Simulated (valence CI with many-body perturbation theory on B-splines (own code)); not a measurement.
The numbers below are computed, except where a source is named.
## V XI: magnetic and hyperfine properties of the levels

Method: valence CI with perturbative core correlation (CI+MBPT): three valence electrons over a frozen Dirac-Fock core [Ne], a basis of 11 s, 11 p, 10 d, 8 f, 5 g, 2 h functions for each j, with the one-electron correlation potential Σ1, the two-electron term Σ2, the three-electron term Σ3, Breit, model QED; selected CI, second order for the rest, scaled by the run's own slope (own B-spline code, finite nucleus).

No measured levels were compared; by estimate levels of excited configurations hold to 0.05 to 0.15 % of their energy, terms of the ground configuration to about 0.5 %.

A/g_I is the dipole constant over the nuclear g factor μ/I (μ in nuclear magnetons, uniformly magnetised nucleus), B/Q the quadrupole constant per barn. Both hold the static response of the core; the bare values leave it out. Large factors of s and p1/2 electrons are usually good to 5 to 10 %; those of open d and f shells near neutrality can be off by tens of per cent, and small factors of p3/2, d and f electrons come from cancelling terms and can be off by a factor of two or in sign, in half-filled shells by more. B is blank for J = 1/2, where it vanishes, and for nearly pure S terms. Energies count from the lowest level.

Names give the largest LS component (configuration and term), which can be under half, so a name can repeat, a term be missing and a line seem to break the LS rules; names also repeat where a configuration has a term twice. Letters in brackets count levels of one name in rising energy.

```csv
Level,E (cm⁻¹),g,A/g_I (MHz),A/g_I bare,B/Q (MHz/b),B/Q bare
3s2 3p 2P°_1/2,0,0.665,14100,13200,,
3s2 3p 2P°_3/2,9704,1.333,2900,2820,5020,4730
3s 3p2 4P_1/2,176020,2.666,27300,25900,,
3s 3p2 4P_3/2,179750,1.733,12500,11900,4120,3890
3s 3p2 4P_5/2,184910,1.597,13000,12300,-5140,-4840
3s 3p2 2D_3/2,233000,0.801,-3190,-2890,6410,6050
3s 3p2 2D_5/2,233800,1.203,12700,11900,9120,8610
3s 3p2 2S_1/2,289190,1.883,46500,43400,,
3s 3p2 2P_1/2,307100,0.788,12200,11300,,
3s 3p2 2P_3/2,312200,1.332,-2360,-1960,-5080,-4800
3s2 3d 2D_3/2,376930,0.799,229,358,1320,1310
3s2 3d 2D_5/2,377720,1.200,1990,2000,1860,1860
3p3 2D°_3/2,453020,0.814,968,906,457,445
3p3 2D°_5/2,454410,1.200,5400,5200,-1490,-1390
3p3 4S°_3/2,463800,1.982,-841,-155,,
3p3 2P°_1/2,505950,0.665,11900,11000,,
3p3 2P°_3/2,506880,1.301,1540,1680,-698,-656
3s 3p 3d 4F°_3/2,507920,0.437,-5210,-4830,2460,2370
3s 3p 3d 4F°_5/2,509930,1.029,3490,3390,2380,2300
3s 3p 3d 4F°_7/2,512900,1.239,6090,5840,3490,3370
3s 3p 3d 4F°_9/2,516960,1.333,6790,6500,6010,5770
3s 3p 3d 4P°_5/2,547850,1.537,7910,7610,2350,2300
3s 3p 3d 4P°_3/2,549510,1.468,6240,6090,1310,1250
3s 3p 3d 4D°_1/2,550790,0.574,-10200,-9340,,
3s 3p 3d 4P°_1/2,554700,2.094,22300,21000,,
3s 3p 3d 4D°_3/2,555280,1.459,9350,8940,-1750,-1700
3s 3p 3d 4D°_7/2,555390,1.428,8280,7930,-4220,-3930
3s 3p 3d 4D°_5/2,555600,1.422,8270,7940,-2930,-2780
3s 3p 3d 2D°_3/2 [a],567480,0.805,-6250,-5720,-2760,-2580
3s 3p 3d 2D°_5/2 [a],567640,1.210,9870,9310,-3820,-3570
3s 3p 3d 2F°_5/2 [a],593110,0.858,3950,3740,5050,4860
3s 3p 3d 2F°_7/2 [a],600810,1.143,470,597,5910,5690
3s 3p 3d 2P°_3/2 [a],644360,1.319,7590,7240,1050,1030
3s 3p 3d 2P°_1/2 [a],648030,0.665,-10900,-10100,,
3s 3p 3d 2F°_7/2 [b],650040,1.143,7380,6990,5820,5610
3s 3p 3d 2F°_5/2 [b],651810,0.857,-3580,-3220,5010,4820
3s 3p 3d 2P°_1/2 [b],668680,0.665,-727,-541,,
3s 3p 3d 2P°_3/2 [b],669510,1.261,2800,2810,1480,1450
3s 3p 3d 2D°_3/2 [b],672200,0.886,3240,3110,-3910,-3680
3s 3p 3d 2D°_5/2 [b],673240,1.198,-1410,-1100,-3880,-3610
```

(1) Take the isotope of mass number 51, with I = 7/2, μ = 5.1464 μN and Q = -0.052 b. What is the hyperfine structure of 3s 3p2 4P_1/2?

Answers

(1) From the table A = 40100 MHz. Shifts from the centre of gravity in MHz: F = 3: -90200, F = 4: 70200.
